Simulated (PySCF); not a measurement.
CH₇NOSi, SMILES C[Si@H](N)O.

Geometry: B3LYP-D3(BJ)/def2-SVP. The structure was generated by enumeration; whether it is a known compound was not checked. The values are those of a single conformer.

Two levels are set side by side: TDDFT-PBE/def2-SVPD (PySCF) and TDDFT-M06-2X/def2-SVPD (PySCF). Vertical, same geometry. The lowest singlet is HOMO→LUMO 99 % with PBE and HOMO→LUMO 76 % with the other functional; states are paired by order. Differences are taken from unrounded values.

```tsv
quantity	TDDFT-PBE
lowest singlet excitation (eV)	5.84
lowest triplet excitation (TDA) (eV)	5.59
first bright state (f over 0.05) (eV)	7.41
its oscillator strength	0.07
```

Task: These are the TDDFT-PBE values. What does TDDFT-M06-2X give? (Estimate from the structure and the level; the computed values follow.)

Result: 
| quantity | TDDFT-M06-2X | TDDFT-PBE minus TDDFT-M06-2X |
|---|---|---|
| lowest singlet excitation (eV) | 6.75 | -0.90 |
| lowest triplet excitation (TDA) (eV) | 6.51 | -0.93 |
| first bright state (f over 0.05) (eV) | 8.77 | -1.36 |
| its oscillator strength | 0.14 | -0.07 |

A lower first singlet is the usual sign of a functional without exact exchange. Differences between two approximate levels are no errors against the true value.

Rough cost on one machine, each run with all the roots and properties that it gave: TDDFT-M06-2X against TDDFT-PBE about 20 times.
